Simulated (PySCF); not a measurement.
## Radial density of Pd⁺ (palladium, charge +1)

UHF, [Kr] 4d9, 2D determinant. Calculation: PySCF 2.14, in def2-SVP with the def2 core potential (28 electrons) (5s3p2d1f, 31 functions); scalar relativity through the core potential. This is the valence pseudo-density: the core potential removes the inner electrons and smooths the orbitals near the nucleus.

```csv
r (bohr),4πr²ρ (e/bohr),4πr²(ρα − ρβ)
0.0327,2.686e-05,0.0000
0.0550,7.443e-05,0.0000
0.0925,0.0002422,0.0000
0.156,0.002215,0.0002
0.262,0.06164,0.0042
0.440,1.676,0.0726
0.740,13.61,0.5417
1.25,12.65,0.7859
2.09,2.537,0.2276
3.52,0.1812,0.0075
5.93,0.001659,0.0000
```

Energies and moments cover only the electrons outside the core potential.
